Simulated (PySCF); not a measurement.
Calculation: ωB97X-D3(BJ)/def2-TZVP // B3LYP-D3(BJ)/def2-TZVP run with PySCF. All species are isolated molecules in the gas phase. One relaxed conformer stands for a flexible species; it need not be the lowest. Excitations are Tamm–Dancoff values on a coarser integration grid. The basis has no diffuse functions, so Rydberg states are missing or too high.

Reference species (SMILES): `CB(S)C` (C–B–S–H torsion 2°) (neutral, multiplicity 1).

The brightest of the four lowest singlets (TDA) is 6.98 eV and the S1 oscillator strength is 0.012.

Changed species: `CB(C)C` (0 of 3 CH3 replaced by SH; the reference has 1 of 3 CH3 replaced by SH).

Task: Predict the effect on the brightest of the four lowest singlets (TDA) and S1 oscillator strength.

Result: the brightest of the four lowest singlets (TDA) rises by 1.70 eV, to 8.68 eV; the S1 oscillator strength decreases by 0.011, to 0.001.
